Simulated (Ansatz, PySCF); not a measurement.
Sn(F)2(Me)(OH) (CH4F2OSn), SMILES [CH3][Sn]([OH])([F])[F]. Atoms are numbered in the order given.

```xyz
9

C     -2.0449    -0.6249    -0.0175
Sn    -0.0106     0.0103     0.0325
O      1.2413    -1.2653    -0.7971
F      0.2668     1.7273    -0.8279
F      0.6303     0.3543     1.8314
H     -2.4061    -0.7010     1.0162
H     -2.6241     0.1226    -0.5747
H     -2.0889    -1.6013    -0.5170
H      2.1580    -0.9539    -0.7620
```
Charge 0, spin multiplicity 1.

Geometry: B3LYP-D3(BJ)/def2-SVP. The structure was generated by enumeration; whether it is a known compound was not checked. The def2 effective core potentials stand for the cores of Sn; spin–orbit coupling is left out. One conformer was computed; it need not be the lowest.

Two levels are set side by side: PBE-D3(BJ)/def2-SVP (Ansatz, a program for electronic structure) and B3LYP-D3(BJ)/def2-SVP (Ansatz). Each level has its own optimised geometry; the coordinates shown are those of the second. Frequencies come from the Hessian of PySCF at each geometry. Differences are taken from unrounded values.

```
quantity                            B3LYP-D3(BJ)  PBE-D3(BJ)  PBE-D3(BJ) minus B3LYP-D3(BJ)
----------------------------------  ------------  ----------  -----------------------------
mean bond length (Å)                       1.531       1.541                          0.011
bond C1–Sn2 (Å)                            2.132       2.138                          0.006
bond Sn2–O3 (Å)                            1.971       1.988                          0.018
bond Sn2–F4 (Å)                            1.940       1.955                          0.015
bond Sn2–F5 (Å)                            1.940       1.955                          0.015
bond C1–H6 (Å)                             1.098       1.105                          0.007
bond C1–H7 (Å)                             1.098       1.105                          0.007
bond C1–H8 (Å)                             1.098       1.105                          0.007
bond O3–H9 (Å)                             0.969       0.978                          0.009
highest harmonic wavenumber (cm⁻¹)          3817        3703                           -114
mean harmonic wavenumber (cm⁻¹)             1107        1077                            -30
zero-point energy (kcal/mol)               33.23       32.34                          -0.89
```

Exact exchange shortens and stiffens bonds; PBE has none. Differences between two approximate levels are no errors against the true value.
